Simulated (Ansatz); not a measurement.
Calculated with Ansatz (gas phase, PBE0-D4/def2-TZVP geometries, no zero-point term in ΔE). CBS: MP2 limit from def2 TZ/QZ plus the TZ coupled-cluster correction, frozen cores. This one scheme is used for every species. For Ge outer-core shells are correlated without core-valence functions, which leaves a few kJ/mol of doubt a bond. Scalar relativity is left out up to krypton. One conformer a species, not always the lowest.

Reaction (silylene formation by 1,1-elimination): `O[SiH2][CH2][GeH3]` → `O[CH2][GeH3]` + `[SiH2]`

`O[SiH2][CH2][GeH3]`:

Z-matrix (Å, degrees):
```
Si
C 1 1.852
O 1 1.651 2 107.6
H 1 1.491 2 110.3 3 120.7
H 1 1.491 2 110.3 3 -120.7
Ge 2 1.960 1 114.0 3 -179.9
H 2 1.094 1 109.5 3 -58.7
H 2 1.094 1 109.5 3 58.9
H 3 0.958 1 117.7 2 -179.9
H 6 1.538 2 110.2 1 60.5
H 6 1.538 2 110.3 1 -59.7
H 6 1.538 2 109.9 1 -179.6
```

`O[CH2][GeH3]`:

Cartesian coordinates in Å:
```
O -1.573 -0.090 0.577
C -0.304 0.529 0.493
Ge 0.819 -0.545 -0.714
H -2.130 0.426 1.165
H 0.192 0.586 1.471
H -0.369 1.549 0.093
H 0.983 -1.967 -0.156
H 2.203 0.122 -0.820
H 0.179 -0.609 -2.109
```

`[SiH2]`:

```xyz
3

Si   -0.500    0.491   -0.125
H    -0.504   -1.029   -0.004
H     1.004    0.538    0.129
```

Is it downhill or uphill in electronic energy at CCSD(T)/CBS, and by how much? (An estimate is asked.)

The calculation gave: Uphill: ΔE = +447.3 kJ/mol.

What do these levels give: MP2/def2-TZVPP, SCS-MP2/def2-TZVPP, CCSD(T)/def2-TZVPP, SCS-MP2/def2-QZVPP, MP2/CBS(def2), CCSD/CBS(def2)? (Estimate.)

Ansatz gave: MP2/def2-TZVPP 467.6, SCS-MP2/def2-TZVPP 449.5, CCSD(T)/def2-TZVPP 437.1, SCS-MP2/def2-QZVPP 456.2, MP2/CBS(def2) 477.8, CCSD/CBS(def2) 443.4 kJ/mol.

Largest T1 diagnostic among the species: 0.014.

From PBE to PBE0 (25 % exact exchange), in def2-TZVPP and without D4, ΔE moves by +16.4 kJ/mol. In def2-TZVPP, CCSD(T) changes the Hartree–Fock value by +12.2 kJ/mol (the triples alone add +3.9 kJ/mol) and MP2 by +42.7 kJ/mol.
